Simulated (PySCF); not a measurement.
# How methods differ on the excitation energy of Se⁺

Se⁺ [Ar] 3d10 4s2 4p3 (4S) → Se⁺ [Ar] 3d10 4s1 4p4 (4P), as a difference of total energies. Calculation: PySCF 2.14, in x2c-TZVPPall with one added diffuse shell each of s, p, d type (7s6p5d1f, 57 functions); the spin-free X2C one-electron Hamiltonian (Gaussian nucleus). Correlated levels: valence and next inner shell: [Ne] frozen. The calculations carry no spin-orbit coupling.

```tsv
method	excitation energy (cm⁻¹)
UHF	88002
MP2 (valence and next inner shell)	89190
SCS-MP2 (valence and next inner shell)	88922
CCSD (valence and next inner shell)	85494
CCSD(T) (valence and next inner shell)	84161
```

Errors of the correlated levels include the incompleteness of this basis and the frozen core.

The coupled-cluster amplitudes are large for the upper state (T1 above 0.03 or a double amplitude above 0.15), so a single reference is strained.

For comparison: 84871 cm⁻¹ (measured; NIST levels, between the centres of gravity of the two terms).
